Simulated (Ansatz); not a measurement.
The same path of BH3O2Si (7 atoms, charge 0, multiplicity 1) was run 3 times with different band settings. The coordinate that changes most is the dihedral H5–O1–Si2–O4.

The calculation used Ansatz, RKS PBE-D4/def2-SVP.

Relaxed end points:

```xyz
7
Properties=species:S:1:pos:R:3
O -1.087 0.762 -1.171
Si 0.004 0.532 0.074
B 1.202 -0.961 0.114
O 0.020 -1.173 0.721
H -1.962 1.098 -0.904
H -0.339 1.421 1.234
H 2.163 -1.678 -0.068
```

```xyz
7
Properties=species:S:1:pos:R:3
O -1.426 0.961 -0.671
Si -0.070 0.609 0.243
B 1.097 -0.904 0.043
O 0.022 -1.111 0.829
H -1.427 0.593 -1.572
H -0.188 1.495 1.437
H 1.992 -1.644 -0.309
```

Common settings: spring 5.0 eV/Å²; optimiser quadratic models (default); start path through a guess of the saddle point; force threshold 0.05 eV/Å; end points relaxed.

| run | movable images | climbing image | iteration limit |
| --- | --- | --- | --- |
| 1 | 7 | yes | 60 |
| 2 | 4 | no | 60 |
| 3 | 7 | yes | 3 |

(1) What does each run give, and how far can it be trusted?

## Answers

(1) Run 1: converged after 12 iterations, highest image 0.106 eV above the first end. A vibrational analysis at the climbing image gives one clearly imaginary mode, 258i cm⁻¹: a first-order saddle point.
Run 2: converged after 13 iterations, highest image 0.101 eV above the first end. No image climbed, so the highest image needn't sit at the top of the path.
Run 3: not converged after 3 iterations, highest image 0.418 eV above the first end. The band didn't meet its force threshold, so its energies are provisional: the largest band force was still 4.22 eV/Å, and over the last iterations the top moved between 0.42 and 9.04 eV.
